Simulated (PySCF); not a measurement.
# Unknown compound

Molecular formula: C7H10O2Si. Simulated spectra:

¹H NMR (500 MHz, computed): δ 5.98 (br s, 1H), 3.27 (m, 1H), 2.13 (s, 1H), 1.86 (m, 2H), 1.80 (m, 2H), 0.50 (s, 3H).

¹³C{¹H} NMR (computed): δ 185.0 (C), 105.0 (CH), 91.5 (C), 33.3 (CH), 23.9 (CH2, 2C), 1.2 (CH3).

One conformer, non-relativistic Hamiltonian, equivalent nuclei averaged, no solvent. Shielding tensors at PBE0/pcSseg-1 (GIAO); geometry from GFN2-xTB; PySCF.

δ = σ(ref) − σ, references computed at the same level: TMS for ¹H (σ = 31.72 ppm), ¹³C (σ = 186.93 ppm).

Q: Deduce the structure.

A: 
Rings plus π bonds: 4 (1 ring in the answer). 6 carbon signals for 7 carbons: some carbons are equivalent by symmetry or fast rotation. Carbon types of the structure: 2 × C, 2 × CH, 2 × CH2, 1 × CH3, leaving 1 H on heteroatoms. δC 185.0: carboxylic acid carbon; lone-pair donation from the attached heteroatom keeps it upfield of a ketone carbonyl. δC 105.0: terminal alkyne carbon; the triple bond shields along its axis, which puts it between sp3 and sp2 carbons. δC 91.5: alkyne carbon; sp carbons lie upfield of alkene carbons because the cylindrical π system leaves one tensor component strongly shielded. δC 1.2: methyl carbon bonded to Si; an electropositive neighbour leaves it electron-rich and shielded. δH 5.98: hydrogen on an acid hydroxyl oxygen; exchangeable, gas-phase position. δH 2.13: hydrogen on a terminal alkyne carbon; it lies on the axis of the triple bond, in its shielding cone. δH 0.50: hydrogen on a methyl carbon bonded to Si; an electropositive neighbour shields it, as in TMS itself.

The compound is SMILES C#C[Si@]1(C)C[C@@H](C(=O)O)C1.

The shifts were computed for this structure.

OH and NH positions are those of a molecule without intermolecular hydrogen bonds; in solution they move with solvent, concentration and temperature, and exchange usually removes their couplings. Shifts are as computed. Against solution values, carbons near 30 ppm lie about +3 ppm off and those near 130 ppm about +5 ppm. Of 1211 compounds with measured shifts, 218 miss one by over three times the rms of a fit or turn the order of signals round; such compounds aren't used in these exercises. The C=O carbon of an acid or of an amide with N–H lies up to 10 ppm further downfield in solution, through hydrogen bonding that the calculation lacks. No couplings were computed; multiplicities are counted from neighbouring protons, with m where these are inequivalent, close in shift, in a saturated or five-membered ring or joined by F or P, and br s for small geminal =CH2 splittings.
